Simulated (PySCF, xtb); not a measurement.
F4Te, SMILES F[Te](F)(F)F (connectivity only; charge and spin as stated), charge +1, multiplicity 2. Atoms are numbered in the order given.

```xyz
5

Te     0.0000     0.0000    -0.1841
F     -1.4153     0.0000     1.0341
F      0.0000    -1.9131    -0.5022
F      1.4153     0.0000     1.0341
F      0.0000     1.9131    -0.5022
```
Charge +1, spin multiplicity 2.

Geometry optimised at B3LYP-D3(BJ)/def2-SVP. The spin state was assumed, not searched. The isomer is the one that the SMILES or the coordinates give; other isomers of the formula were not compared. The def2 effective core potentials stand for the cores of Te; spin–orbit coupling is left out.

Calculation: IEF-PCM-B3LYP/def2-SVP (PySCF).

The values are the electrostatic part of the solvation free energy, E(continuum) − E(gas) at the gas-phase geometry, in a cavity of scaled van der Waals radii (PySCF's table); cavitation and dispersion terms are not included.

Problem. Estimate the values in water (ε = 78.36), chloroform (ε = 4.71), 2-propanol (ε = 19.26). (Estimate from the structure and the level; the computed values follow.)

Solution. 
| solvent | ε | ΔG(elec) (kcal/mol) |
|---|---|---|
| water | 78.36 | -68.9 |
| chloroform | 4.71 | -54.0 |
| 2-propanol | 19.26 | -66.0 |

For comparison, GFN2-xTB/ALPB(water) (xtb, at the GFN2-xTB geometry, all terms of that model) gives -53.4 kcal/mol.
